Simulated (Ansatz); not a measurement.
Consider the homolysis of the C–C bond: `COCC[SiH3]` → `[CH2]OC`• + `[CH2][SiH3]`•.

Gas-phase electronic energies from Ansatz, PBE0-D4/def2-TZVP geometries. CBS: MP2 limit from def2 TZ/QZ plus the TZ coupled-cluster correction, frozen cores. DFT in def2-TZVPP. B3LYP here is the variant with VWN-RPA as its local correlation; programs differ in this. No spin–orbit coupling; open shells (•) take unrestricted orbitals. One conformer a species, not always the lowest.

`COCC[SiH3]`:

Cartesian coordinates in Å:
```
C 2.083 1.599 0.412
O 1.544 0.307 0.398
C 0.190 0.297 0.020
C -0.318 -1.125 0.030
Si -2.124 -1.288 -0.455
H 1.555 2.249 1.125
H 2.035 2.067 -0.581
H 3.127 1.518 0.715
H -0.395 0.922 0.714
H 0.080 0.741 -0.982
H -0.185 -1.553 1.029
H 0.284 -1.732 -0.655
H -2.991 -0.520 0.480
H -2.534 -2.717 -0.417
H -2.349 -0.765 -1.831
```

`[CH2]OC`•:

```xyz
8

C     0.111   -0.521   -1.200
O    -0.619    0.288   -0.412
C    -0.084    0.499    0.874
H     0.787   -1.230   -0.733
H    -0.333   -0.713   -2.167
H     0.037   -0.452    1.406
H    -0.786    1.129    1.418
H     0.887    1.001    0.814
```

`[CH2][SiH3]`•:

Cartesian coordinates in Å:
```
C 0.742 -0.798 0.212
Si -0.496 0.521 -0.129
H 0.720 -1.762 -0.286
H 1.572 -0.657 0.896
H -0.070 1.380 -1.272
H -1.809 -0.081 -0.482
H -0.659 1.397 1.061
```

CCSD(T)/CBS gives +375.6 kJ/mol.

(1) Another level gave +338.9 kJ/mol. Which?
A. r2SCAN-D4/def2-TZVPP
B. B2PLYP/def2-TZVPP
C. B3LYP/def2-TZVPP
D. ωB97M-V/def2-TZVPP

(2) What do rigid-rotor, harmonic-oscillator terms from PBE0-D4/def2-TZVP frequencies (298.15 K, 1 bar) make of the CCSD(T)/CBS value? (An estimate is asked.)

Largest T1 diagnostic among the species: 0.016.

## Answers

(1) A. r2SCAN-D4 338.9, B2PLYP 352.2, ωB97M-V 372.4, B3LYP 333.6 kJ/mol.

(2) Ansatz gave: ΔZPE = -27.4 kJ/mol, ΔH = +354.0 kJ/mol, ΔS = 201 J/(mol·K), ΔG = +294.1 kJ/mol. Open shells count their whole term as degenerate. Modes under 50 cm⁻¹ make the entropy rough.

The D4 term adds +14.3 kJ/mol with B3LYP and +8.1 kJ/mol with PBE0; it sums over pairs of atoms, weighted by their polarisabilities, and B3LYP, whose exchange is more repulsive, gets the larger term. In def2-TZVPP, CCSD(T) changes the Hartree–Fock value by +123.2 kJ/mol (the triples alone add +10.9 kJ/mol) and MP2 by +146.2 kJ/mol; breaking electron pairs costs correlation energy, which Hartree–Fock lacks. From BLYP to BHLYP (50 % exact exchange), in def2-TZVPP and without D4, ΔE moves by +10.6 kJ/mol.

CCSD(T)/CBS has its own doubt, a few kJ/mol and more with outer-core shells, so smaller differences from it don't rank the levels.
